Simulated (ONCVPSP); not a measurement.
u(r) = r·R(r): atom against pseudo-atom (Eu)

Columns: radius, all-electron u(r) and pseudo u(r) of the 5s shell (level -48.27 eV) of europium in the configuration [Kr] 4d10 4f6 5s2 5p6 5d1 6s2; PW91, scalar-relativistic, ONCV scheme, ONCVPSP 4.0.1.

```tsv
r (bohr)	all-electron	pseudo
0.152	0.2984	0.1490
0.305	-0.1283	0.2997
0.458	-0.5469	0.4496
0.610	-0.2084	0.5921
0.762	0.3286	0.7190
0.915	0.7410	0.8195
1.068	0.9587	0.8825
1.220	1.0187	0.9019
1.372	0.9773	0.8782
1.525	0.8801	0.8169
1.678	0.7600	0.7285
1.830	0.6381	0.6264
1.982	0.5245	0.5218
2.135	0.4239	0.4236
2.288	0.3384	0.3383
2.440	0.2681	0.2680
2.592	0.2108	0.2108
2.745	0.1646	0.1645
2.898	0.1279	0.1279
3.050	0.0992	0.0992
3.202	0.0767	0.0767
3.355	0.0591	0.0591
3.508	0.0454	0.0454
3.660	0.0349	0.0349
3.812	0.0268	0.0267
3.965	0.0205	0.0204
```

(1) How many radial nodes do the two functions have?

(2) At about which radius was the pseudo-wave matched?

(3) Is the pseudo-wave norm-conserving?

## Answers

(1) The all-electron 5s function has n − l − 1 = 4 (the table is too coarse to show those close to the nucleus); the pseudo-wave has 0, since the states of the same l below it are removed with the core.

(2) 2.30 bohr. The columns agree to 0.0005 from 2.13 bohr on; several derivatives are matched, so the curves merge somewhat inside the radius.

(3) Yes: the ONCV scheme keeps the norm inside the radius equal to the all-electron one, which fixes the energy derivative of the logarithmic derivative at the level.
